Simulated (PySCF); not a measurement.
# How the method changes the shape and vibrations of B2ClH3O

Calculated results; nothing here was measured. They come from PySCF 2.14.0, an open-source quantum chemistry program, on an isolated molecule that a program drew, which may never have been made. The molecule is B2ClH3O (charge 0, singlet), drawn as the SMILES string `BB(O)Cl`.

The geometry was optimised and harmonic frequencies were computed with HF and MP2, all in the cc-pV(D+d)Z basis, for the commonest isotopes, with a restricted reference for singlets and an unrestricted one otherwise, and a frozen core in MP2. Each result is a local minimum of its method.

Geometry at the HF minimum:
```xyz
7
B2ClH3O, angstrom
B    -0.8769   -1.2249    2.2635
B     0.7924   -0.9007    2.1348
O     1.4858   -0.2887    1.1623
Cl    1.7586   -1.4766    3.5312
H    -1.6215   -0.4516    2.8008
H    -1.3436   -2.2563    1.8641
H     0.9622    0.0089    0.4335
```

Lengths of the bonds as drawn, in Å (atoms numbered as above):
| bond | HF | MP2 |
|---|---|---|
| B1-B2 | 1.705 | 1.700 |
| B2-O3 | 1.342 | 1.360 |
| B2-Cl4 | 1.793 | 1.783 |
| B1-H5 | 1.200 | 1.208 |
| B1-H6 | 1.200 | 1.207 |
| O3-H7 | 0.946 | 0.968 |

Rotational constants, in GHz:
| constant | HF | MP2 |
|---|---|---|
| A | 8.073 | 7.807 |
| B | 4.769 | 4.934 |
| C | 3.075 | 3.103 |

Harmonic frequencies in cm^-1, each column in rising order, so a row needn't be the same motion in every method:
```
rank    HF   MP2
   1   194   160
   2   214   234
   3   381   362
   4   382   366
   5   576   581
   6   619   627
   7   821     ?
   8   905   881
   9  1000   964
  10  1192  1138
  11  1278  1226
  12  1430  1382
  13  2678  2628
  14  2746  2706
  15  4162  3856
```

**Estimate the missing MP2 frequency from the HF column.**

A single factor s that minimises the squared misfit of MP2 against s times HF over the other rows is sum(HF x MP2) / sum(HF^2) = 0.9555, with an rms misfit of 47 cm^-1. For rank 7 it gives 0.9555 x 821 = 784 cm^-1. The calculation gives 783 cm^-1, 1 cm^-1 below the estimate. The drawn bonds are on average 0.7 % longer in MP2 than in HF.
